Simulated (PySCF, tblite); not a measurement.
Isomers of C6H13PSSi, one GFN2-xTB conformer each. Single-point energies are computed at PBE0/pcSseg-1 (PySCF, gas phase, no added dispersion term), electronic only.

Question: Rank them by PBE0/pcSseg-1 energy, lowest first (kJ/mol).
A. `[CH3:1][C:2]1=[C:3]([SiH3:4])[CH2:5][P@:6]([CH3:7])(=[S:8])[CH2:9]1` with C2–C3–C5–P6 -19°, C3–C5–P6–C7 -80°, C5–P6–C9–C2 -24°, C1–C2–C9–P6 -162°
B. `[CH3:1][C:2]1=[CH:3][P@@:4](=[S:5])([CH2:6][SiH3:7])[CH2:8][CH2:9]1` with C3–P4–C6–Si7 -69°, C2–C3–P4–S5 129°, C3–P4–C8–C9 -17°, P4–C8–C9–C2 22°, C1–C2–C9–C8 164°

Answer: A (0.0), B (0.9).

Neighbours under 10 kJ/mol apart (CC1=C([SiH3])C[P@](C)(=S)C1 and CC1=C[P@@](=S)(C[SiH3])CC1) can change places with a better method, another conformer or zero-point energy. GFN2-xTB itself gives, in the same order: 0.0, 3.3. Both levels put the same isomer lowest.

Question: Which frontier levels, dipoles and rotational constants go with these structures?

Answer: 
```json
{"SMILES": "CC1=C([SiH3])C[P@](C)(=S)C1", "HOMO (eV, PBE0/pcSseg-1)": "-6.34", "LUMO (eV)": "-0.66", "dipole (D)": "4.80", "A, B, C (MHz)": "1809, 584.9, 524.6"}
{"SMILES": "CC1=C[P@@](=S)(C[SiH3])CC1", "HOMO (eV, PBE0/pcSseg-1)": "-6.25", "LUMO (eV)": "-0.52", "dipole (D)": "5.48", "A, B, C (MHz)": "1310, 714.7, 582.2"}
```

Question: What happens when harmonic zero-point energies from GFN2-xTB frequencies are added?

Answer: 
```json
{"SMILES": "CC1=C([SiH3])C[P@](C)(=S)C1", "ZPE (kJ/mol)": "436.9", "electronic (kJ/mol)": "0.0", "with ZPE (kJ/mol)": "0.0"}
{"SMILES": "CC1=C[P@@](=S)(C[SiH3])CC1", "ZPE (kJ/mol)": "440.6", "electronic (kJ/mol)": "0.9", "with ZPE (kJ/mol)": "4.6"}
```

The zero-point energies span 3.7 kJ/mol. The order is unchanged.

Question: As an exercise, what shares would exp(−E/RT) give at 2000 K from these electronic energies alone (no entropy, no degeneracies)?

Answer: RT = 16.629 kJ/mol: CC1=C([SiH3])C[P@](C)(=S)C1 51.4 %, CC1=C[P@@](=S)(C[SiH3])CC1 48.6 %.
